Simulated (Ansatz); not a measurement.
The first iterations of a band of Cl$_{2}$GaH$_{3}$OS (8 atoms, charge 0, multiplicity 1).

All numbers below come from Ansatz 0.2.0, RKS B3LYP-D4/def2-SVP.

```yaml
movable_images: 5
climbing_image: yes
spring: 5.0 eV/Å²
optimiser: quadratic models (default)
start_path: through a guess of the saddle point
force_threshold: 0.03 eV/Å
iteration_limit: 60
end_points: relaxed
```

Initial state:

```xyz
8
Properties=species:S:1:pos:R:3
Ga -0.034 0.144 0.251
O -0.250 -0.381 1.962
H -0.908 -1.080 2.077
Cl 1.878 -0.270 -0.695
Cl -1.777 0.267 -1.027
S 0.439 2.551 1.057
H 1.779 2.387 0.948
H 0.393 2.035 2.312
```

Final state:

```xyz
8
Properties=species:S:1:pos:R:3
Ga 0.228 0.656 0.076
O -0.108 -0.140 2.011
H -0.993 -0.544 2.019
Cl 1.916 -0.491 -0.637
Cl -1.758 0.094 -0.633
S 0.514 2.781 0.706
H 1.862 2.666 0.740
H -0.141 0.632 2.603
```

| iteration | highest image above the first end (eV) | largest band force component (eV/Å) |
| --- | --- | --- |
| 1 | 1.716 | 2.738 |
| 2 | 0.573 | 1.107 |
| 3 | 0.233 | 1.202 |

Task: Does the band converge within its limit, and where does its top end?

Result: It converged. It ended after 9 iterations with the highest image 0.210 eV above the first end. A vibrational analysis at the climbing image gives one clearly imaginary mode, 759i cm⁻¹: a first-order saddle point. The orbitals stay closed-shell, which can raise the energy where a bond breaks towards radicals; this wasn't checked here.

The run took 100 s on 4 threads of Arm Neoverse V1, on a shared host, peak memory 0.33 GiB.
